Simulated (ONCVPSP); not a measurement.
**Building the ONCV potential for nickel (PBE, scalar-relativistic).**

nickel, optimised norm-conserving Vanderbilt (ONCV), made with ONCVPSP 4.0.1 (PBE, scalar-relativistic). Core [Ne], reference 3s2 3p6 3d8 4s1.75 4p0.25. Waves: 3s+4s: rc 1.10 bohr, ncon 4, nbas 8, qcut 9.1 1/bohr, 2 projectors; 3p+4p: rc 1.15 bohr, ncon 3, nbas 6, qcut 14 1/bohr, 2 projectors; 3d: rc 0.85 bohr, ncon 3, nbas 7, qcut 16.5 1/bohr, 2 projectors, debl 3.9 Ha. Local part: polynomial inside 0.80 bohr (lpopt 2, dvloc0 0 Ha). Core correction: none.

All-electron outer shells of the reference configuration (PBE, scalar-relativistic, ld1.x):

| shell | level (eV) | outermost node (bohr) | outermost maximum (bohr) |
| --- | --- | --- | --- |
| 2s | -982.35 | 0.07 | 0.21 |
| 2p | -845.20 | – | 0.16 |
| 3s | -111.60 | 0.30 | 0.64 |
| 3p | -71.93 | 0.27 | 0.65 |
| 3d | -9.40 | – | 0.63 |
| 4s | -5.99 | 0.92 | 2.21 |
| 4p | -1.49 | 1.00 | 3.14 |

What the tests gave:

```json
{
 "Cutoffs needed": "109 Ha and 123 Ha (the cutoffs (Ha) at which the residual kinetic energy of the hardest occupied pseudo-wave falls to 1 and 0.1 mHa per electron)",
 "Ghost test": "no bound ghost flagged; no localised positive-energy state flagged",
 "Configuration tests": "1 of 4 tests not solved or not reliable"
}
```

Generation and tests took about 4.5 s on one core of a shared server CPU.
